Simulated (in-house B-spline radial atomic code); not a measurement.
## RPA and G0W0 on LDA VWN5: Kr³⁺

Configuration [Ar] 3d10 4s2 4p3, highest spin, mean-field start LDA VWN5. Computed with a B-spline radial code for spherical atoms: all electrons, scalar-relativistic (spin-free one-electron X2C), finite nucleus, each spin shell either full or empty, empty states to l = 9 with an (l + 1/2)⁻⁴ tail; G0W0 by contour deformation at full frequency.

Command:
```bash
python run_gw.py task.json out
```
Settings (radii: box in bohr, nucleus in fm):
```
Z                        36
electrons                33
configuration            [Ar] 3d10 4s2 4p3
hamiltonian              x2c
method                   lda,vwn
lmax                     9
rms_radius               4.1884
spin_polarised           True
box_radius               14.14
intervals                69
```

Cost of the run: 5.5 s on 1 thread of Arm Neoverse N1, on a shared host.

Energies (hartree):

| term | value |
| --- | --- |
| mean-field total | -2783.52222 |
| Hartree-Fock functional on these orbitals | -2785.64034 |
| direct second order | -2.838 |
| second-order exchange | 0.83044 |
| SOSEX correction | 0.76453 |

Problem. What is the RPA correlation energy, and what remains with SOSEX?

Solution. RPA gives -2.4705 hartree (-2.04 eV per electron); RPA + SOSEX gives -1.706, and the second-order doubles -2.0075 hartree (no singles). RPA lacks exchange-type terms and so overcorrelates at short range.

Quasi-particle levels (eV):

```tsv
level	occupied	mean field	Σx - vxc	Σc	QP weight	G0W0
4p up	yes	-44.74	-6.34	?	?	?
4s down	yes	-57.40	-3.45	-2.46	0.940	-63.31
4p down	no	-41.65	8.49	-2.91	0.940	-36.07
```

G0W0 = mean field + (Σx - vxc) + Σc, with Σc (partial-wave tail included) taken at the quasi-particle energy. Only the outer levels were computed. Levels of low weight are left out.

Problem. Where does G0W0 put 4p up?

Solution. At -51.39 eV, with Σc = -0.30 eV and a quasi-particle weight of 0.939. The tabulated removal energy is 50.85 ± 0.11 eV (NIST, measured); the calculation leaves out spin-orbit coupling, Breit and QED terms, and what these don't explain is the method's own error.
